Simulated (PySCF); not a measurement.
Dissociation curve of SMILES OB (H3BO). The B1–O4 bond (B1 also carries H, H; O4 carries H) is stretched with both fragments frozen at the PBE0/def2-TZVP optimised geometry.

Computed with: UKS-B3LYP/6-31G* = unrestricted B3LYP/6-31G*, spherical d in PySCF; RHF/6-31G* = restricted Hartree-Fock/6-31G*, spherical d run with PySCF; UKS-B3LYP/LANL2DZ = PySCF with unrestricted B3LYP/LANL2DZ; UCCSD(T) = CCSD(T) on UHF/6-31G, 2 core orbitals frozen run with PySCF.

Energies relative to the lowest point of each curve near equilibrium, in kJ/mol; the last columns give the difference from UCCSD(T):

```csv
R / Å,UKS-B3LYP/6-31G*,RHF/6-31G*,UKS-B3LYP/LANL2DZ,UCCSD(T),UKS-B3LYP/6-31G* − UCCSD(T),RHF/6-31G* − UCCSD(T),UKS-B3LYP/LANL2DZ − UCCSD(T)
1.00,595.0,594.0,669.3,679.1,-84.2,-85.2,-9.9
1.08,292.6,288.4,344.3,354.8,-62.2,-66.4,-10.5
1.15,137.6,132.7,173.2,182.6,-45.0,-49.9,-9.4
1.21,59.8,55.6,83.7,91.2,-31.4,-35.7,-7.5
1.26,22.7,19.7,38.1,43.6,-20.9,-24.0,-5.5
1.30,6.8,5.0,16.1,19.7,-12.9,-14.8,-3.7
1.35,0.0,0.0,2.3,3.7,-3.7,-3.7,-1.4
1.38,1.5,2.7,0.0,0.0,1.5,2.7,0.0
1.44,13.8,17.7,5.5,2.9,10.9,14.8,2.6
1.47,23.6,28.9,12.3,8.5,15.2,20.5,3.8
1.55,58.2,67.4,39.7,33.1,25.1,34.4,6.6
1.68,128.9,145.0,101.5,91.7,37.2,53.3,9.8
1.80,199.6,222.3,166.5,154.8,44.8,67.5,11.7
2.04,335.0,371.9,295.3,281.2,53.8,90.7,14.1
2.24,432.7,482.6,389.9,376.2,56.5,106.4,13.7
2.44,514.2,579.0,469.4,449.8,64.4,129.2,19.6
2.66,570.9,669.9,527.0,510.2,60.7,159.6,16.8
2.97,612.4,775.5,569.2,558.9,53.5,216.5,10.3
3.31,635.0,867.5,592.0,575.2,59.8,292.2,16.8
3.64,646.4,937.9,603.3,579.3,67.1,358.6,24.0
4.08,653.4,1007.7,610.5,581.0,72.3,426.6,29.4
4.70,656.0,1069.2,613.8,581.7,74.4,487.6,32.2
```

UKS-B3LYP/6-31G* is furthest from UCCSD(T) at 1.00 (-84.2 kJ/mol, below); its mean absolute difference over the points is 43.5 kJ/mol.

RHF/6-31G* is furthest from UCCSD(T) at 4.70 (487.6 kJ/mol, above); its mean absolute difference over the points is 124.5 kJ/mol.

UKS-B3LYP/LANL2DZ is furthest from UCCSD(T) at 4.70 (32.2 kJ/mol, above); its mean absolute difference over the points is 11.8 kJ/mol.

The unrestricted determinant behind UKS-B3LYP/6-31G*, UKS-B3LYP/LANL2DZ is spin-contaminated at 2.44 to 4.70 Å (<S²> up to 1.0, against 0.00 for a pure singlet). The restricted form behind RHF/6-31G* keeps the bonding electrons paired and can't separate into open-shell fragments. The unrestricted determinant behind UCCSD(T) is spin-contaminated at 2.24 to 4.70 Å (<S²> up to 1.0, against 0.00 for a pure singlet).
